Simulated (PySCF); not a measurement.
Simulation results for CH₈OSi₂, C₂H₉AlSi, CH₇ClSi₂, CH₆OSi₂

Calculation on a computer-drawn molecule: the log of a Hartree-Fock and frozen-core CCSD(T) single point meant for a local Hartree-Fock minimum, with one planted fault or none, to be diagnosed. Offsets are logged minus clean, where the clean run is the same molecule without the fault. The reference is restricted for singlets and unrestricted otherwise, and also for a bond in bohr or an excited solution. Adding or removing an electron swaps singlet and doublet. The excited solution moves the top pair (singlet) or top alpha electron (doublet) to the lowest empty orbital. Highest occupied and lowest empty are orbital energies over both spins, largest force is the largest gradient component, triples share is (T) over the correlation energy, the T1 limit is 0.02 restricted and 0.045 unrestricted, electrons count all cores, a negative frequency is imaginary (commonest isotopes), and the dipole is about the centre of nuclear charge. Program: PySCF 2.14.0.

Common to all runs: meant charge 0; meant multiplicity 1; meant basis cc-pV(D+d)Z; logged SCF converged yes; logged SCF stable within its kind yes; possible faults no fault, one electron removed, one electron added, multiplicity raised by two, geometry at a saddle point, SCF held on an excited solution, minimal basis STO-3G, one bond length entered in bohr, all coordinates scaled.

```json
{"entry": 1, "formula": "CH8OSi2", "logged_structure": {"atoms_angstrom": [["C", -2.1949, 0.2466, 0.238], ["Si", -1.2646, 0.4639, 1.8407], ["O", 0.0388, 1.4366, 1.5899], ["Si", 1.3833, 2.2421, 2.0646], ["H", -1.5574, -0.2106, -0.5233], ["H", -2.5445, 1.2098, -0.1429], ["H", -3.0661, -0.3985, 0.3863], ["H", -0.7986, -0.8467, 2.3514], ["H", -2.1373, 1.0801, 2.8673], ["H", 2.3854, 1.2942, 2.5993], ["H", 1.9521, 2.9487, 0.8996], ["H", 1.0456, 3.2257, 3.1169]]}, "given": {"logged_electrons": 50, "logged_basis_functions": 114, "logged_spin_squared": 0.0, "logged_highest_occupied [eV]": -11.873, "logged_lowest_empty [eV]": 3.9099, "logged_largest_force [hartree/bohr]": 9.2998e-06, "logged_lowest_frequency [cm^-1]": 32.593, "logged_T1_diagnostic": 0.010496, "logged_D1_diagnostic": 0.027223, "logged_triples_share": 0.022416, "logged_CC_converged": "yes", "logged_dipole_magnitude [debye]": 0.50473, "logged_energy_HF [hartree]": -695.36168, "logged_energy_CCSD(T) [hartree]": -695.96647, "drawn_bonds_atom": [1, 2, 3, 1, 1, 1, 2, 2, 4, 4, 4], "drawn_bonds_other_atom": [2, 3, 4, 5, 6, 7, 8, 9, 10, 11, 12], "drawn_bonds_order": [1, 1, 1, 1, 1, 1, 1, 1, 1, 1, 1]}, "results": {"planted_fault": "no fault", "HF_energy_offset_from_clean_run [kcal/mol]": 0.0, "CCSD(T)_energy_offset_from_clean_run [kcal/mol]": 0.0}}
{"entry": 2, "formula": "CH8OSi2", "logged_structure": {"atoms_angstrom": [["C", -2.1949, 0.2466, 0.238], ["Si", -1.2646, 0.4639, 1.8407], ["O", 0.0388, 1.4366, 1.5899], ["Si", 1.3833, 2.2421, 2.0646], ["H", -1.5574, -0.2106, -0.5233], ["H", -2.5445, 1.2098, -0.1429], ["H", -3.0661, -0.3985, 0.3863], ["H", -0.7986, -0.8467, 2.3514], ["H", -2.1373, 1.0801, 2.8673], ["H", 2.3854, 1.2942, 2.5993], ["H", 1.9521, 2.9487, 0.8996], ["H", 1.0456, 3.2257, 3.1169]]}, "given": {"logged_electrons": 50, "logged_basis_functions": 114, "logged_spin_squared": 2.013, "logged_highest_occupied [eV]": -2.556, "logged_lowest_empty [eV]": -2.9314, "logged_largest_force [hartree/bohr]": 0.14063, "logged_dipole_magnitude [debye]": 4.2274, "logged_energy_HF [hartree]": -695.04153, "drawn_bonds_atom": [1, 2, 3, 1, 1, 1, 2, 2, 4, 4, 4], "drawn_bonds_other_atom": [2, 3, 4, 5, 6, 7, 8, 9, 10, 11, 12], "drawn_bonds_order": [1, 1, 1, 1, 1, 1, 1, 1, 1, 1, 1]}, "results": {"planted_fault": "multiplicity raised by two", "HF_energy_offset_from_clean_run [kcal/mol]": 200.9}, "notes": ["coupled-cluster numbers left out as unreliable"]}
{"entry": 3, "formula": "C2H9AlSi", "logged_structure": {"atoms_angstrom": [["C", -0.6622, 1.4873, 1.0597], ["Si", -0.866, 0.2252, -0.3233], ["C", -1.4774, 1.019, -1.9158], ["Al", -0.2964, 2.2907, -2.8314], ["H", -1.61, 1.9904, 1.2725], ["H", 0.0731, 2.2556, 0.8019], ["H", -0.3273, 0.9999, 1.9795], ["H", 0.4456, -0.4361, -0.5681], ["H", -1.8098, -0.8309, 0.1276], ["H", -1.7106, 0.2045, -2.6146], ["H", -2.4252, 1.5232, -1.6797], ["H", 0.6136, 1.8127, -4.0347], ["H", -0.245, 3.8068, -2.3764]]}, "given": {"logged_electrons": 48, "logged_basis_functions": 119, "logged_spin_squared": 0.0, "logged_highest_occupied [eV]": -10.835, "logged_lowest_empty [eV]": 1.3282, "logged_largest_force [hartree/bohr]": 9.5624e-06, "logged_lowest_frequency [cm^-1]": 48.314, "logged_T1_diagnostic": 0.0095494, "logged_D1_diagnostic": 0.02253, "logged_triples_share": 0.026162, "logged_CC_converged": "yes", "logged_dipole_magnitude [debye]": 0.79745, "logged_energy_HF [hartree]": -611.83974, "logged_energy_CCSD(T) [hartree]": -612.38494, "drawn_bonds_atom": [1, 2, 3, 1, 1, 1, 2, 2, 3, 3, 4, 4], "drawn_bonds_other_atom": [2, 3, 4, 5, 6, 7, 8, 9, 10, 11, 12, 13], "drawn_bonds_order": [1, 1, 1, 1, 1, 1, 1, 1, 1, 1, 1, 1]}, "results": {"planted_fault": "no fault", "HF_energy_offset_from_clean_run [kcal/mol]": 0.0, "CCSD(T)_energy_offset_from_clean_run [kcal/mol]": 0.0}}
{"entry": 4, "formula": "C2H9AlSi", "logged_structure": {"atoms_angstrom": [["C", -0.6622, 1.4873, 1.0597], ["Si", -0.866, 0.2252, -0.3233], ["C", -1.4774, 1.019, -1.9158], ["Al", -0.2964, 2.2907, -2.8314], ["H", -1.61, 1.9904, 1.2725], ["H", 0.0731, 2.2556, 0.8019], ["H", -0.3273, 0.9999, 1.9795], ["H", 0.4456, -0.4361, -0.5681], ["H", -1.8098, -0.8309, 0.1276], ["H", -1.7106, 0.2045, -2.6146], ["H", -2.4252, 1.5232, -1.6797], ["H", 1.4233, 1.3874, -5.1054], ["H", -0.245, 3.8068, -2.3764]]}, "given": {"logged_electrons": 48, "logged_basis_functions": 119, "logged_spin_squared": 0.7893, "logged_highest_occupied [eV]": -7.945, "logged_lowest_empty [eV]": 0.86533, "logged_largest_force [hartree/bohr]": 0.009093, "logged_T1_diagnostic": 0.051193, "logged_D1_diagnostic": 0.26305, "logged_triples_share": 0.031135, "logged_CC_converged": "yes", "logged_dipole_magnitude [debye]": 1.1746, "logged_energy_HF [hartree]": -611.73905, "logged_energy_CCSD(T) [hartree]": -612.27658, "drawn_bonds_atom": [1, 2, 3, 1, 1, 1, 2, 2, 3, 3, 4, 4], "drawn_bonds_other_atom": [2, 3, 4, 5, 6, 7, 8, 9, 10, 11, 12, 13], "drawn_bonds_order": [1, 1, 1, 1, 1, 1, 1, 1, 1, 1, 1, 1]}, "results": {"planted_fault": "one bond length entered in bohr, row 11 of the drawn bonds", "HF_energy_offset_from_clean_run [kcal/mol]": 63.18, "CCSD(T)_energy_offset_from_clean_run [kcal/mol]": 68.0}, "notes": ["T1 above single-reference limit"]}
{"entry": 5, "formula": "CH7ClSi2", "logged_structure": {"atoms_angstrom": [["C", -0.5579, 1.3005, -0.1702], ["Si", -3.0913, -1.0739, -0.9545], ["Si", -2.2298, -2.8537, -2.2481], ["Cl", -0.644, -3.734, -1.205], ["H", -0.9632, 2.101, 0.454], ["H", 0.2619, 0.8248, 0.3732], ["H", -0.1497, 1.7512, -1.0784], ["H", -4.1855, -0.4354, -1.731], ["H", -3.6758, -1.6475, 0.2826], ["H", -1.6854, -2.3993, -3.5449], ["H", -3.2276, -3.9145, -2.4951]]}, "given": {"logged_electrons": 58, "logged_basis_functions": 118, "logged_spin_squared": 0.9425, "logged_highest_occupied [eV]": -9.3088, "logged_lowest_empty [eV]": 0.87657, "logged_largest_force [hartree/bohr]": 0.03227, "logged_T1_diagnostic": 0.01702, "logged_D1_diagnostic": 0.074429, "logged_triples_share": 0.024507, "logged_CC_converged": "yes", "logged_dipole_magnitude [debye]": 1.9447, "logged_energy_HF [hartree]": -1079.26952, "logged_energy_CCSD(T) [hartree]": -1079.80857, "drawn_bonds_atom": [1, 2, 3, 1, 1, 1, 2, 2, 3, 3], "drawn_bonds_other_atom": [2, 3, 4, 5, 6, 7, 8, 9, 10, 11], "drawn_bonds_order": [1, 1, 1, 1, 1, 1, 1, 1, 1, 1]}, "results": {"planted_fault": "one bond length entered in bohr, row 1 of the drawn bonds", "HF_energy_offset_from_clean_run [kcal/mol]": 69.63, "CCSD(T)_energy_offset_from_clean_run [kcal/mol]": 87.48}}
{"entry": 6, "formula": "CH7ClSi2", "logged_structure": {"atoms_angstrom": [["C", -0.5579, 1.3005, -0.1702], ["Si", -1.8985, 0.044, -0.5852], ["Si", -1.0371, -1.7358, -1.8789], ["Cl", 0.5487, -2.6161, -0.8357], ["H", -0.9632, 2.101, 0.454], ["H", 0.2619, 0.8248, 0.3732], ["H", -0.1497, 1.7512, -1.0784], ["H", -2.9927, 0.6825, -1.3617], ["H", -2.483, -0.5296, 0.6518], ["H", -0.4926, -1.2814, -3.1757], ["H", -2.0349, -2.7966, -2.1259]]}, "given": {"logged_electrons": 58, "logged_basis_functions": 118, "logged_spin_squared": 0.0, "logged_highest_occupied [eV]": -10.673, "logged_lowest_empty [eV]": 3.0375, "logged_largest_force [hartree/bohr]": 4.074e-05, "logged_lowest_frequency [cm^-1]": 51.296, "logged_T1_diagnostic": 0.010158, "logged_D1_diagnostic": 0.025265, "logged_triples_share": 0.025265, "logged_CC_converged": "yes", "logged_dipole_magnitude [debye]": 1.9934, "logged_energy_HF [hartree]": -1079.38049, "logged_energy_CCSD(T) [hartree]": -1079.94799, "drawn_bonds_atom": [1, 2, 3, 1, 1, 1, 2, 2, 3, 3], "drawn_bonds_other_atom": [2, 3, 4, 5, 6, 7, 8, 9, 10, 11], "drawn_bonds_order": [1, 1, 1, 1, 1, 1, 1, 1, 1, 1]}, "results": {"planted_fault": "no fault", "HF_energy_offset_from_clean_run [kcal/mol]": 0.0, "CCSD(T)_energy_offset_from_clean_run [kcal/mol]": 0.0}}
{"entry": 7, "formula": "CH7ClSi2", "logged_structure": {"atoms_angstrom": [["C", -0.5579, 1.3005, -0.1702], ["Si", -1.8985, 0.044, -0.5852], ["Si", -1.0371, -1.7358, -1.8789], ["Cl", 0.5487, -2.6161, -0.8357], ["H", -0.9632, 2.101, 0.454], ["H", 0.2619, 0.8248, 0.3732], ["H", -0.1497, 1.7512, -1.0784], ["H", -2.9927, 0.6825, -1.3617], ["H", -2.483, -0.5296, 0.6518], ["H", -0.4926, -1.2814, -3.1757], ["H", -2.0349, -2.7966, -2.1259]]}, "given": {"logged_electrons": 58, "logged_basis_functions": 39, "logged_spin_squared": 0.0, "logged_highest_occupied [eV]": -8.6751, "logged_lowest_empty [eV]": 8.9842, "logged_largest_force [hartree/bohr]": 0.025374, "logged_T1_diagnostic": 0.0044702, "logged_D1_diagnostic": 0.017754, "logged_triples_share": 0.008058, "logged_CC_converged": "yes", "logged_dipole_magnitude [debye]": 3.2869, "logged_energy_HF [hartree]": -1067.35425, "logged_energy_CCSD(T) [hartree]": -1067.54036, "drawn_bonds_atom": [1, 2, 3, 1, 1, 1, 2, 2, 3, 3], "drawn_bonds_other_atom": [2, 3, 4, 5, 6, 7, 8, 9, 10, 11], "drawn_bonds_order": [1, 1, 1, 1, 1, 1, 1, 1, 1, 1]}, "results": {"planted_fault": "minimal basis STO-3G", "HF_energy_offset_from_clean_run [kcal/mol]": 7547, "CCSD(T)_energy_offset_from_clean_run [kcal/mol]": 7786}}
{"entry": 8, "formula": "CH8OSi2", "logged_structure": {"atoms_angstrom": [["C", -2.1945, -1.4072, -1.1964], ["Si", -0.4792, -1.3122, -0.4103], ["Si", -0.4179, 0.3068, 1.3049], ["O", 1.1186, 0.3143, 1.9315], ["H", -2.9511, -1.6794, -0.4557], ["H", -2.2138, -2.1589, -1.9898], ["H", -2.4793, -0.447, -1.6349], ["H", 0.5283, -0.9623, -1.444], ["H", -0.1133, -2.635, 0.1576], ["H", -1.4118, -0.0022, 2.3667], ["H", -0.7735, 1.6524, 0.7817], ["H", 1.3211, 0.9111, 2.6364]]}, "given": {"logged_electrons": 50, "logged_basis_functions": 36, "logged_spin_squared": 0.0, "logged_highest_occupied [eV]": -8.3147, "logged_lowest_empty [eV]": 10.734, "logged_largest_force [hartree/bohr]": 0.04142, "logged_T1_diagnostic": 0.0067194, "logged_D1_diagnostic": 0.023765, "logged_triples_share": 0.010438, "logged_CC_converged": "yes", "logged_dipole_magnitude [debye]": 1.0975, "logged_energy_HF [hartree]": -687.13875, "logged_energy_CCSD(T) [hartree]": -687.36154, "drawn_bonds_atom": [1, 2, 3, 1, 1, 1, 2, 2, 3, 3, 4], "drawn_bonds_other_atom": [2, 3, 4, 5, 6, 7, 8, 9, 10, 11, 12], "drawn_bonds_order": [1, 1, 1, 1, 1, 1, 1, 1, 1, 1, 1]}, "results": {"planted_fault": "minimal basis STO-3G", "HF_energy_offset_from_clean_run [kcal/mol]": 5128, "CCSD(T)_energy_offset_from_clean_run [kcal/mol]": 5372}}
{"entry": 9, "formula": "CH6OSi2", "logged_structure": {"atoms_angstrom": [["C", -0.6252, -1.3363, 1.2194], ["Si", -1.1445, -0.9654, -0.5454], ["Si", -1.723, 1.3185, -0.7691], ["O", -1.6644, 2.2908, 0.3765], ["H", -0.3569, -2.3898, 1.3299], ["H", -1.4378, -1.1098, 1.9129], ["H", 0.2361, -0.7267, 1.5011], ["H", -0.0571, -1.2412, -1.5178], ["H", -2.3284, -1.7606, -0.9581], ["H", -2.1521, 1.7307, -2.1296]]}, "given": {"logged_electrons": 48, "logged_basis_functions": 104, "logged_spin_squared": 0.0, "logged_highest_occupied [eV]": -10.604, "logged_lowest_empty [eV]": 1.3472, "logged_largest_force [hartree/bohr]": 2.1286e-05, "logged_lowest_frequency [cm^-1]": 43.337, "logged_T1_diagnostic": 0.019478, "logged_D1_diagnostic": 0.073215, "logged_triples_share": 0.030474, "logged_CC_converged": "yes", "logged_dipole_magnitude [debye]": 4.0254, "logged_energy_HF [hartree]": -694.094, "logged_energy_CCSD(T) [hartree]": -694.68844, "drawn_bonds_atom": [1, 2, 3, 1, 1, 1, 2, 2, 3], "drawn_bonds_other_atom": [2, 3, 4, 5, 6, 7, 8, 9, 10], "drawn_bonds_order": [1, 1, 2, 1, 1, 1, 1, 1, 1]}, "results": {"planted_fault": "no fault", "HF_energy_offset_from_clean_run [kcal/mol]": 0.0, "CCSD(T)_energy_offset_from_clean_run [kcal/mol]": 0.0}}
{"entry": 10, "formula": "CH6OSi2", "logged_structure": {"atoms_angstrom": [["C", -0.6252, -1.3363, 1.2194], ["Si", -1.1445, -0.9654, -0.5454], ["Si", -1.723, 1.3185, -0.7691], ["O", -1.6644, 2.2908, 0.3765], ["H", -0.3569, -2.3898, 1.3299], ["H", -1.4378, -1.1098, 1.9129], ["H", 0.2361, -0.7267, 1.5011], ["H", -0.0571, -1.2412, -1.5178], ["H", -2.3284, -1.7606, -0.9581], ["H", -2.1521, 1.7307, -2.1296]]}, "given": {"logged_electrons": 48, "logged_basis_functions": 34, "logged_spin_squared": 0.0, "logged_highest_occupied [eV]": -7.0101, "logged_lowest_empty [eV]": 7.493, "logged_largest_force [hartree/bohr]": 0.049683, "logged_T1_diagnostic": 0.016279, "logged_D1_diagnostic": 0.066083, "logged_triples_share": 0.027251, "logged_CC_converged": "yes", "logged_dipole_magnitude [debye]": 2.3221, "logged_energy_HF [hartree]": -685.88935, "logged_energy_CCSD(T) [hartree]": -686.1532, "drawn_bonds_atom": [1, 2, 3, 1, 1, 1, 2, 2, 3], "drawn_bonds_other_atom": [2, 3, 4, 5, 6, 7, 8, 9, 10], "drawn_bonds_order": [1, 1, 2, 1, 1, 1, 1, 1, 1]}, "results": {"planted_fault": "minimal basis STO-3G", "HF_energy_offset_from_clean_run [kcal/mol]": 5148, "CCSD(T)_energy_offset_from_clean_run [kcal/mol]": 5356}}
```
